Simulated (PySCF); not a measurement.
C3H6F2Si, SMILES F/C=C\[SiH2]CF.

Coordinates come from a ωB97X-D3(BJ)/def2-SVP optimisation. The structure was generated by enumeration; whether it is a known compound was not checked. Other conformers were not sampled.

These are SMD-M06-2X/def2-SVP run with PySCF values and carry that method's errors.

Solvation free energies are E(SMD) − E(gas) at the gas-phase geometry, for 1 M in both phases. In vacuum the dipole moment is 2.98 D.

```json
[
 {"solvent": "water", "ΔG(solv) (kcal/mol)": "0.6", "its non-electrostatic (CDS) part": "5.3", "dipole (D)": "3.73"},
 {"solvent": "1-octanol", "ΔG(solv) (kcal/mol)": "-2.5", "its non-electrostatic (CDS) part": "1.6", "dipole (D)": "3.62"},
 {"solvent": "chlorobenzene", "ΔG(solv) (kcal/mol)": "-3.0", "its non-electrostatic (CDS) part": "0.6", "dipole (D)": "3.54"}
]
```
